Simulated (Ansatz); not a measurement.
Spectroscopic constants of BeAl, multiplicity 2 (lowest of 2S+1 = 2, 4 at CCSD(T)/def2-TZVPP on PBE0 minima; our sources give no spin for the ground state, which may be another).

D_e counts from the fitted minimum to each atom's lowest state at the same level, without counterpoise.

Correlated levels freeze the inner cores; with def2 sets outer-core shells near the valence are correlated too.

The values were computed with Ansatz (Gaussian basis) for Hartree–Fock, density functionals and correlated methods. Values without a source in brackets are computed.

The comparison value is 12.38 kcal/mol (CCSD(T)/def2-QZVPP). It is a level with limits of its own, not the exact answer.

Problem. Order these levels by how close they come to the comparison value for the bond energy D_e, closest first: CAM-B3LYP/def2-TZVPP, SVWN5/def2-TZVPP, B97M-V/def2-TZVPP, B3LYP/def2-TZVPP, PBE/def2-TZVPP. Give each level's value less the comparison value.

Solution. CAM-B3LYP/def2-TZVPP (-0.40 kcal/mol), B3LYP/def2-TZVPP (2.06 kcal/mol), B97M-V/def2-TZVPP (6.74 kcal/mol), PBE/def2-TZVPP (9.34 kcal/mol), SVWN5/def2-TZVPP (14.05 kcal/mol)

Ansatz is a first-principles code.
